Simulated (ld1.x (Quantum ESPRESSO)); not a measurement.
iodine, PAW: configuration errors across variants

```
Element                 : iodine
Generator               : ld1.x (Quantum ESPRESSO) 7.5
Type                    : PAW
Functional              : LDA (PZ)
Relativity              : scalar-relativistic
Frozen core             : [Kr]
Valence charge          : 17
Reference configuration : 4d10 5s2 5p5
Partial waves           : 5s (bound): rcut 1.30, rcutus 1.80 bohr; 5s channel at 1.45 Ry: rcut 1.30, rcutus 1.80 bohr; 5p (bound): rcut 1.75, rcutus 1.95 bohr; 5p channel at 2.3 Ry: rcut 1.75, rcutus 1.95 bohr; 4d (bound): rcut 1.20, rcutus 1.45 bohr; 4d channel at -1.15 Ry: rcut 1.20, rcutus 1.45 bohr
Local potential         : all-electron potential smoothed inside 1.75 bohr (lloc = -1)
Core correction         : Bessel-smoothed model core inside 0.95 bohr
Augmentation charge     : PSQ, radius 1.20 bohr
```

All-electron excitation energies from the reference (eV): (1) 4d10 5s2 5p4 11.305; (2) 4d10 5s2 5p3 31.369; (3) 4d10 5s2 5p2 60.983; (4) 4d10 5s2 5p1 100.785; (5) 4d9 5s2 5p5 58.313; (6) 4d9 5s2 5p6 45.775; (7) 4d10 5s2 5p4.5 4.615; (8) 4d10 5s2 5p5 spin -0.121; (9) 4d10 5s2 5p4 spin 10.743.

Spin tests fill each open shell by Hund’s rule, majority spin first.

2 further variants failed, have other tests or too few solved ones, and are left out.

Errors AE − PS in meV (a dash: test not solved or not reliable):

| change | (1) | (2) | (3) | (4) | (5) | (6) | (7) | (8) | (9) | bound ghosts |
| --- | --- | --- | --- | --- | --- | --- | --- | --- | --- | --- |
| base | -3.2 | -9.1 | -20 | -39 | -143 | -131 | -1.3 | 0.0 | -3.4 | none |
| waves 5s (bound): rcut 1.30, rcutus 1.78 bohr; 5s channel at 1.45 Ry: rcut 1.30, rcutus 1.78 bohr | -3.2 | -9.1 | -20 | -39 | -143 | -131 | -1.3 | 0.0 | -3.4 | none |
| waves 5s (bound): rcut 1.30, rcutus 2.14 bohr; 5s channel at 1.45 Ry: rcut 1.30, rcutus 2.14 bohr | -3.2 | -9.1 | -19 | -37 | -118 | -108 | -1.3 | 0.0 | -3.3 | none |
| waves 5s (bound): rcut 1.30, rcutus 2.42 bohr; 5s channel at 1.45 Ry: rcut 1.30, rcutus 2.42 bohr | -3.1 | -9.1 | -20 | -38 | -99 | -89 | -1.3 | 0.0 | -3.1 | none |

Task: Give the same row for: waves 5s (bound): rcut 1.30, rcutus 2.72 bohr; 5s channel at 1.45 Ry: rcut 1.30, rcutus 2.72 bohr.

Result: -3.0, -8.7, -19, -40, -102, -89, -1.3, 0.0, -2.9; bound ghosts: none.
